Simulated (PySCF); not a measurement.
**Spin-Hamiltonian simulation**

Molecule: `Fc1cnccn1`, C₄H₃FN₂.

Geometry:
```csv
atom,x (Å),y (Å),z (Å)
F1,-1.861,-1.569,0.434
C2,-0.766,-0.850,0.268
C3,-0.879,0.540,0.133
N4,0.204,1.280,-0.033
C5,1.379,0.650,-0.064
C6,1.464,-0.733,0.071
N7,0.376,-1.484,0.239
H8,-1.859,1.026,0.163
H9,2.278,1.260,-0.200
H10,2.430,-1.248,0.044
```

Calculated, not measured (PySCF 2.14): GIAO PBE0/pcSseg-1 shieldings, couplings computed with B3LYP/pcJ-1 (spin–dipole term only in couplings to heteroatoms), PBE0-D3(BJ)/def2-SVP geometry. Non-relativistic, one computed conformer, gas phase.

Shifts are taken against calculated references (same method and geometry level): ¹H (31.27 ppm) against TMS.

Shifts (ppm): F1 -79.6, H8 8.50, H9 8.55, H10 8.26.
Couplings (Hz): F1–H8: -9.9; F1–H9: 4.4; F1–H10: -2.2; H8–H9: -1.1; H8–H10: 1.5; H9–H10: 2.9.

The 4-spin Hamiltonian (Zeeman plus full scalar coupling among like nuclei) was diagonalised exactly; lines are Lorentzian, 0.5 Hz wide, and the maxima above 3 % are listed with the tallest set to 100.

Question: Give the ¹H peak list of this spin system at 200 MHz.

Answer: 
| Hz | ppm | height |
| --- | --- | --- |
| 1714.2 | 8.571 | 39 |
| 1713.2 | 8.566 | 44 |
| 1711.4 | 8.557 | 44 |
| 1710.2 | 8.551 | 59 |
| 1708.8 | 8.544 | 55 |
| 1707.1 | 8.535 | 34 |
| 1706.1 | 8.530 | 100 |
| 1704.7 | 8.523 | 72 |
| 1703.6 | 8.518 | 29 |
| 1696.4 | 8.482 | 45 |
| 1695.2 | 8.476 | 53 |
| 1694.9 | 8.474 | 58 |
| 1693.8 | 8.469 | 43 |
| 1655.2 | 8.276 | 46 |
| 1653.7 | 8.268 | 50 |
| 1653.1 | 8.265 | 56 |
| 1652.4 | 8.262 | 51 |
| 1651.6 | 8.258 | 52 |
| 1650.9 | 8.254 | 49 |
| 1650.2 | 8.251 | 47 |
| 1648.7 | 8.243 | 39 |

Question: And at 500 MHz?

Answer: 
```csv
Hz,ppm,height
4279.2,8.558,70
4278.1,8.556,76
4276.3,8.553,76
4275.2,8.550,100
4274.9,8.550,95
4273.8,8.547,80
4271.9,8.544,72
4270.9,8.542,80
4256.2,8.512,78
4255.1,8.510,92
4254.8,8.509,98
4253.7,8.507,72
4246.4,8.493,77
4245.2,8.490,93
4244.9,8.490,97
4243.8,8.488,74
4133.3,8.267,75
4131.8,8.264,83
4131.1,8.262,91
4130.4,8.261,88
4129.6,8.259,89
4128.9,8.258,87
4128.2,8.256,82
4126.7,8.253,71
```

Question: Among coupled protons with different shifts, which pair is furthest from first order, and how does the field change that?

Answer: H9 and H10: Δν/J is about 20.0 at 200 MHz (close to first order) and 50.0 at 500 MHz (close to first order). J in Hz doesn't depend on the field, while Δν in Hz grows in proportion to it.

Unscaled 3J(H,H) at this level run about 10 % above measured values.
